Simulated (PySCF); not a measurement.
## Relaxation of singlet CdCl₃⁻

All numbers come from PySCF, PBE0, basis Cd def2-SVPD with ECP28, Cl def2-SVPD (scalar-relativistic core potentials, no spin–orbit coupling, density fitting). A (50,194) grid was used.

A hand-made trigonal planar start, of D3h symmetry, held to at least that symmetry:

```xyz
4
charge -1 multiplicity 1, angstrom
Cd    0.0000    0.0000    0.0000
Cl    2.3500    0.0000    0.0000
Cl   -1.1750    2.0352    0.0000
Cl   -1.1750   -2.0352    0.0000
```

Optimiser trace:
```tsv
step	E − E(last) (kJ/mol)	largest gradient (Eh/bohr)
0	8.36	0.01605
1	1.31	0.00597
2	0.03	0.00082
3	0.00	0.00005
```

It ends at D3h with Cd–Cl 2.424 Å (×3); Cl–Cd–Cl 120.0° (×3) (after a last refinement on a finer grid). A frequency run shows a minimum. Other isomers or separated fragments may lie lower.
